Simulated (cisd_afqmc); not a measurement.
Input (AFQMC/CISD/aug-cc-pVDZ; cisd_afqmc is a phaseless AFQMC code with CISD trial states that reads the integrals written by Ansatz):

Ansatz 0.2 input:
```python
import cisd_afqmc

open("ham.yaml", "w").write("""\
crystal:
  periodic: [false, false, false]
  atoms:
    - {symbol: Ge, position_ang: [-0.03010674, -0.04440254, -0.05546388]}
    - {symbol: H, position_ang: [0.64973470, -0.63247593, 1.29875633]}
    - {symbol: H, position_ang: [-0.88408644, 1.06107216, 0.77554240]}
    - {symbol: H, position_ang: [1.19776738, 0.99228490, -0.29945444]}
basis:
  gaussian:
    orbitals: aug-cc-pVDZ
total_charge: -1
magnetization: {spin_polarized: false}
correlation: {method: ccsd, electrons: outside_noble_gas, hamiltonian_folder: ham}
""")
rep = cisd_afqmc.ansatz("ham.yaml")
e_ccsd = rep["correlation"]["coupled_cluster"]["energy"]["hartree"]
out = cisd_afqmc.run("ham", e_ccsd, trial="CISD", walkers=200, populations=8, threads=8, dt=0.005, steps=40, early=24, settle=10, least=32,
    cut=5e-5, rank_cut=2e-4, target=0.0004, seconds=1500, seed=1, memory=17280, gpu=False)
```

Output:

```
orbitals 49, occupied [4], factors 254 of 659, rank of the doubles 70 of 180
E(HF) = -2077.050567
E(CCSD) on the cut factors = -2077.205813, shift to the whole factors -0.000012
Energy of the trial state on the determinant = -2077.205803
  tau behind 7.2 of longer steps, mean of the populations' last blocks
   2.0  -2077.21155
   4.0  -2077.21146
   6.0  -2077.21135
   8.0  -2077.21119
blocks 358 (0 outliers left out), error by blocks joined: 1: 0.00006, 2: 0.00007, 4: 0.00009, 8: 0.00010, 16: 0.00011
E(AFQMC/CISD) = -2077.21128 +/- 0.00011
```
